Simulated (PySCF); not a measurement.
# Bi(CH3)3: from a saddle point downhill

PySCF 2.14.0, RKS PBE0, Bi def2-SVP with ECP60, C def2-SVP, H def2-SVP; non-relativistic Hamiltonian with scalar-relativistic core potentials where named; density fitting; no spin-orbit coupling. Relaxed within the symmetry of its start, the geometry (C3h) is

```xyz
13

Bi    0.0000    0.0000    0.0000
C     2.2518    0.0254    0.0000
H     2.6041    0.5206   -0.9104
H     2.6041    0.5206    0.9104
H     2.5325   -1.0352    0.0000
C    -1.1479    1.9374    0.0000
H    -1.7530    1.9949   -0.9104
H    -1.7530    1.9949    0.9104
H    -0.3697    2.7108    0.0000
C    -1.1039   -1.9628    0.0000
H    -0.8512   -2.5156   -0.9104
H    -0.8512   -2.5156    0.9104
H    -2.1627   -1.6756    0.0000
```

and its lowest harmonic modes are -755, -59, -30, -30, 111, 111 cm⁻¹ (negative: unstable). It was moved along the lowest mode and relaxed again, within the group C3 that the move left.

Question: Where does it end, and how much lower?

Answer: In C3v, 2.931 eV lower, after 28 steps:
```xyz
13

Bi    0.0000    0.0000    1.2217
C     1.9075   -0.0726   -0.0181
H     1.6512   -0.0464   -1.0864
H     2.5408    0.7908    0.2320
H     2.4546   -0.9990    0.2085
C    -0.8909    1.6882   -0.0181
H    -0.7854    1.4531   -1.0864
H    -1.9552    1.8050    0.2320
H    -0.3621    2.6252    0.2085
C    -1.0166   -1.6156   -0.0181
H    -0.8658   -1.4068   -1.0864
H    -0.5856   -2.5957    0.2320
H    -2.0925   -1.6262    0.2085
```

Question: How do the contacts change?

Answer: 
```csv
contact,saddle (Å),end (Å)
Bi1–C2 (CH3),2.252,2.276
Bi1–C6 (CH3),2.252,2.276
Bi1–C10 (CH3),2.252,2.276
```


Question: Is the end a minimum?

Answer: Yes; lowest modes 99, 106, 106, 154, 154, 163 cm⁻¹.

State: singlet.
